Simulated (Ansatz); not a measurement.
The same path of AlH$_{7}$N$_{2}$O (11 atoms, charge 0, multiplicity 1) was run twice with different band settings. Lost on the way: Al1–H2, O9–H11. Made: H2–H11.

Method: Ansatz, RKS B3LYP-D4/6-31G*.

Relaxed end points:

```xyz
11
Properties=species:S:1:pos:R:3
Al -0.170 -0.044 0.123
H -0.185 -1.030 1.378
N 1.499 0.406 -0.583
H 2.282 -0.203 -0.363
H 1.575 0.642 -1.570
N -1.570 -0.036 -0.997
H -2.509 -0.294 -0.720
H -1.597 0.432 -1.895
O 0.084 1.745 1.092
H 0.980 1.724 0.629
H 0.242 1.627 2.044
```

```xyz
11
Properties=species:S:1:pos:R:3
Al 0.002 0.699 -0.567
H 0.046 -0.019 3.192
N 1.562 0.070 -1.148
H 1.661 -0.698 -1.800
H 2.474 0.421 -0.886
N -1.539 0.090 -1.204
H -1.653 -0.597 -1.937
H -2.439 0.409 -0.872
O -0.100 1.920 0.639
H 0.683 2.234 1.105
H -0.066 0.441 2.616
```

Common settings: movable images 7; climbing image yes; optimiser quadratic models (default); start path through a guess of the saddle point; force threshold 0.05 eV/Å; end points relaxed.

| run | spring | iteration limit |
| --- | --- | --- |
| 1 | 5.0 eV/Å² | 53 |
| 2 | 2.0 to 10.0 eV/Å², energy-weighted | 60 |

Problem. What does each run give, and how far can it be trusted?

Solution. Run 1: converged after 21 iterations, highest image 0.840 eV above the first end. The profile has 3 maxima (images 1, 3, 6) with wells between them (images 2, 5): this band takes more than one step, which may be the mechanism or a detour left from its start path. A vibrational analysis at the climbing image gives one clearly imaginary mode, 1263i cm⁻¹: a first-order saddle point.
Run 2: converged after 45 iterations, highest image 0.840 eV above the first end. Another band between the same ends (7 images) ends at a top of the same energy, where a vibrational analysis finds 1 clearly imaginary mode.
The orbitals stay closed-shell, which can raise the energy where a bond breaks towards radicals; this wasn't checked here.
